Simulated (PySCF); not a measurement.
## Bonding in `C#Cc1cccpc1`

C7H5P.
Atom-mapped SMILES: `[CH:1]#[C:2][c:3]1[cH:4][cH:5][cH:6][p:7][cH:8]1` (hydrogens: H9 on C1; H10 on C4; H11 on C5; H12 on C6; H13 on C8)

Bond orders from the PBE0/pcSseg-1 density (PySCF). Geometry: GFN2-xTB; no solvent, vibrations or thermal averaging.

(1) Where do the orders between heavy atoms depart from those drawn in the SMILES?

(2) Give the Mayer order of every bond between heavy atoms, beside its length.

Answers

(1) The largest departure is 0.652, at C1–C2 (drawn triple, 2.348), counting aromatic bonds as 1.5. Drawn double or triple, more than 0.30 short of the drawn order: C1–C2 (2.348). The bonds drawn aromatic range from 1.30 to 1.46.

(2) 
```tsv
bond	drawn as	length (Å)	Mayer order
C1–C2	triple	1.200	2.348
C2–C3	single	1.418	0.998
C3–C4	aromatic	1.396	1.383
C4–C5	aromatic	1.383	1.458
C5–C6	aromatic	1.380	1.452
C6–P7	aromatic	1.735	1.303
P7–C8	aromatic	1.730	1.331
C8–C3	aromatic	1.389	1.447
```

Bonds between the same two heavy elements. C–C: lowest C2–C3 (0.998, 1.418 Å), highest C1–C2 (2.348, 1.200 Å). C–P: lowest C6–P7 (1.303, 1.735 Å), highest P7–C8 (1.331, 1.730 Å).

And the bonds to hydrogen?

C–H: 0.94 to 1.15 (5 bonds).

Sum the orders of all bonds at each heavy atom with more than one neighbour and set the sums beside the valence in the SMILES.

C1 3.496 (drawn 4), C2 3.346 (drawn 4), C3 3.828 (drawn 4), C4 3.799 (drawn 4), C5 3.862 (drawn 4), C6 3.694 (drawn 4), P7 2.634 (drawn 3), C8 3.714 (drawn 4). Orders between atoms that aren't bonded are not in these sums.

For a closed shell the Mayer order of atoms A and B is Σ (PS)μν (PS)νμ over the basis functions μ on A and ν on B, with P the density and S the overlap matrix.

These values come from a run that also computed NMR shieldings. Hardware: Arm Neoverse V2, one thread, on a shared host. Cost: 17 s of wall time, 0.74 GiB resident at most.
